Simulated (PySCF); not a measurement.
**Radial density of Si⁻ (silicon, charge -1)**

MN15, [Ne] 3s2 3p3, high-spin 4S determinant. Computed with PySCF 2.14 in aug-cc-pVDZ-DK (5s4p2d, 27 functions), with the spin-free X2C one-electron Hamiltonian (Gaussian nucleus).

```csv
r (bohr),4πr²ρ (e/bohr),4πr²(ρα − ρβ)
0.00161,0.06449,0.0000
0.00271,0.1732,0.0000
0.00456,0.4466,0.0000
0.00768,1.125,0.0001
0.0129,2.688,0.0003
0.0217,5.857,0.0006
0.0365,10.85,0.0017
0.0614,15.37,0.0061
0.103,14.41,0.0237
0.174,9.850,0.0773
0.292,12.27,0.1451
0.492,13.46,0.0849
0.827,4.930,0.0197
1.39,1.697,0.5367
2.34,1.804,0.9792
3.94,0.6221,0.4633
6.62,0.1114,0.1053
11.1,0.006977,0.0069
```

Densities and radii are taken from the X2C orbitals without a picture-change correction, which distorts them close to the nucleus.

At MN15 the highest occupied level has a positive energy, so only the finite basis holds that electron; in a semilocal or global hybrid functional this comes from self-interaction and does not mean that the real anion is unbound.
